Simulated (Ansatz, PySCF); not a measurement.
Complex: CH5N (SMILES CN) (first 7 atoms) with CH4S (SMILES CS); geometry from B3LYP-D3(BJ)/def2-TZVP.
(charge 0, multiplicity 1):
```xyz
13

C      0.4179     0.3904     0.4630
N     -0.3624    -0.8173     0.7383
H      1.4249     0.2622     0.8616
H     -0.0348     1.2331     0.9871
H      0.5030     0.6492    -0.5993
H      0.0695    -1.6356     0.3269
H     -1.2953    -0.7431     0.3505
C      1.1688     0.0936     4.2829
S     -0.6386    -0.0887     4.1291
H      1.5569     0.8118     3.5626
H      1.3657     0.4648     5.2872
H      1.6716    -0.8639     4.1598
H     -0.6321    -0.5834     2.8678
```

Basis-set superposition error: the interaction energy with monomers in their own basis, and in the dimer's basis (counterpoise).

Programs: Ansatz (an electronic-structure program) with Gaussian orbitals; PySCF for 6-31G* rows. Each number belongs to the level named beside it.

```csv
level,uncorrected (kcal/mol),counterpoise (kcal/mol),difference
SVWN5/def2-TZVPPD,-7.17,-7.00,0.17
PBE/def2-TZVPPD,-3.37,-3.23,0.14
BLYP/def2-TZVPPD,-1.37,-1.22,0.15
revPBE/def2-TZVPPD,-1.26,-1.12,0.14
r2SCAN/def2-TZVPPD,-3.66,-3.55,0.11
B97M-V/def2-TZVPPD,-3.88,-3.77,0.12
wB97M-V/def2-TZVPPD,-3.69,-3.56,0.13
B2PLYP/def2-TZVPPD,-2.86,-2.58,0.28
MP2/6-31G*,-4.84,-2.88,1.96
CCSD(T)/aug-cc-pV(D+d)Z,-4.82,-3.06,1.76
```

The error is largest for MP2/6-31G* (1.96 kcal/mol) and smallest for r2SCAN/def2-TZVPPD (0.11 kcal/mol).
